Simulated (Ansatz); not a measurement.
Consider the silylene formation by 1,1-elimination: `NB(F)[SiH2]Cl` → `NB(F)Cl` + `[SiH2]`.

Gas-phase electronic energies from Ansatz, PBE0-D4/def2-TZVP geometries. CCSD(T)/CBS is the MP2 limit (def2-TZVPP, def2-QZVPP) plus CCSD(T) − MP2 in def2-TZVPP, frozen cores. This one scheme is used for every species. DFT in def2-TZVPP. B3LYP here is the variant with VWN-RPA as its local correlation; programs differ in this. One conformer a species, not always the lowest.

Task: Is it downhill or uphill in electronic energy at CCSD(T)/CBS, and by how much? (Best estimate.)

Result: Ansatz gave: Uphill: ΔE = +232.8 kJ/mol.

Task: What do these levels give: PBE-D4, r2SCAN-D4, B3LYP-D4, PBE, PBE0, MP2/def2-TZVPP, CCSD/def2-TZVPP, HF/def2-QZVPP, MP2/def2-QZVPP, HF/CBS(def2), MP2/CBS(def2), CCSD/CBS(def2)? (An estimate is asked.)

Result: The calculation gave: PBE-D4 240.7, r2SCAN-D4 250.6, B3LYP-D4 228.9, PBE 233.1, PBE0 239.1, MP2/def2-TZVPP 238.2, CCSD/def2-TZVPP 217.3, HF/def2-QZVPP 208.4, MP2/def2-QZVPP 244.8, HF/CBS(def2) 208.5, MP2/CBS(def2) 249.2, CCSD/CBS(def2) 228.3 kJ/mol.

Largest T1 diagnostic among the species: 0.014.

In def2-TZVPP, CCSD(T) changes the Hartree–Fock value by +14.3 kJ/mol (the triples alone add +4.6 kJ/mol) and MP2 by +30.7 kJ/mol. The D4 term adds +12.3 kJ/mol with B3LYP and +6.8 kJ/mol with PBE0; it sums over pairs of atoms, weighted by their polarisabilities, and B3LYP, whose exchange is more repulsive, gets the larger term. From PBE to PBE0 (25 % exact exchange), in def2-TZVPP and without D4, ΔE moves by +6.0 kJ/mol.
